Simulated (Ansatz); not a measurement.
Species: sum formula Si₂H₂Cl₃ (charge -1, singlet). It need not be the lowest isomer of its formula. Whether it binds its extra electron was not tested at this geometry. 
Coordinates optimised at B3LYP-D3(BJ)/def2-TZVP (Ansatz, a quantum-chemistry and plane-wave program):
```
Si
Cl 1 2.1275
Cl 1 2.1275 2 102.51
Cl 1 2.1359 2 101.10 3 104.15
Si 1 2.3321 2 113.40 4 133.20
H 5 1.5297 1 88.92 2 -169.19
H 5 1.5297 6 94.75 1 -88.82
```
Charge -1, spin multiplicity 1.

Total electronic energies in hartree. Correlated levels leave the core frozen unless marked. Spin-orbit coupling is left out. Non-relativistic. Basis-set limits of correlation are two-point, X^-3; Hartree-Fock from the larger set.

| level | program | energy (Eh) |
|---|---|---|
| HF/aug-cc-pV(T+d)Z | Ansatz | -1957.80337 |
| HF/cc-pwCVTZ | Ansatz | -1957.80050 |
| HF/aug-cc-pV(Q+d)Z | Ansatz | -1957.81788 |
| HF/cc-pV(Q+d)Z | Ansatz | -1957.81693 |
| RI-HF/cc-pV(T+d)Z | Ansatz | -1957.79919 |
| RI-HF/aug-cc-pV(Q+d)Z | Ansatz | -1957.81768 |
| RI-HF/cc-pV(Q+d)Z | Ansatz | -1957.81673 |
| BLYP-D3(BJ)/def2-TZVPD | Ansatz + dftd3 | -1961.06289 |
| BLYP/def2-TZVPD | Ansatz | -1961.03778 |
| revPBE-D4/def2-TZVPD | Ansatz + dftd4 | … |
| PBE0/STO-3G | Ansatz | -1938.50181 |
| PBE0/def2-TZVPD | Ansatz | … |
| HSE06-D3(BJ)/def2-TZVPD | Ansatz + dftd3 | -1960.33517 |
| CAM-B3LYP/def2-TZVPD | Ansatz | -1961.10546 |
| LC-wPBE-D4/def2-TZVPD | Ansatz + dftd4 | -1960.50292 |
| RPA@PBE/cc-pV(Q+d)Z | Ansatz | -1959.29042 |
| MP2/6-31G* | Ansatz | -1958.16460 |
| MP2/cc-pVTZ | Ansatz | -1958.60751 |
| MP2/CBS(aug-cc-pV(T+d)Z,aug-cc-pV(Q+d)Z) | Ansatz | -1958.7756 |
| RI-MP2/aug-cc-pV(T+d)Z | Ansatz | -1958.64226 |
| SCS-MP2/cc-pVTZ | Ansatz | -1958.59786 |
| CCSD(T)/cc-pV(T+d)Z | Ansatz | -1958.72554 |
| CCSD(T)/CBS(aug-cc-pV(T+d)Z,aug-cc-pV(Q+d)Z) | Ansatz | -1958.8824 |

Q: Some entries are withheld; supply them.

A: 
- revPBE-D4/def2-TZVPD, energy (Eh): -1960.71301
- PBE0/def2-TZVPD, energy (Eh): -1960.36190
